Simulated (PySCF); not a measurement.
Se(OH)(OSiH3) (H4O2SeSi), SMILES O[Se]O[SiH3]. Heavy atoms are numbered as in [Se:1]([OH:2])[O:4][SiH3:5]. Hydrogens are named by the atom that carries them.

The structure is a stationary point at PBE-D3(BJ)/def2-SVP. This is a generated structure with no PubChem entry under its InChIKey; it may be hypothetical. Other conformers were not sampled.

The numbers are results of B3LYP/pcSseg-1 in PySCF, not measurements.

GIAO shieldings, no solvent; atoms alike by connectivity are averaged. δ = σ(ref) − σ: ⁷⁷Se against Me2Se (σ = 1647.9 ppm); ¹⁷O against H2O (σ = 333.8 ppm); ¹H against TMS (σ = 31.68 ppm); ²⁹Si against TMS (σ = 338.7 ppm), references at their B3LYP-D3(BJ)/def2-TZVP geometries, non-relativistic.

| nucleus | atoms | count | δ (ppm) |
|---|---|---|---|
| ⁷⁷Se | Se1 | 1 | 2434.3 |
| ¹⁷O | O2 (OH) | 1 | 122.5 |
| ¹⁷O | O4 | 1 | 89.0 |
| ¹H | H on O2 | 1 | 6.85 |
| ¹H | H on Si5 | 3 | 5.33 |
| ²⁹Si | Si5 (SiH3) | 1 | -26.9 |
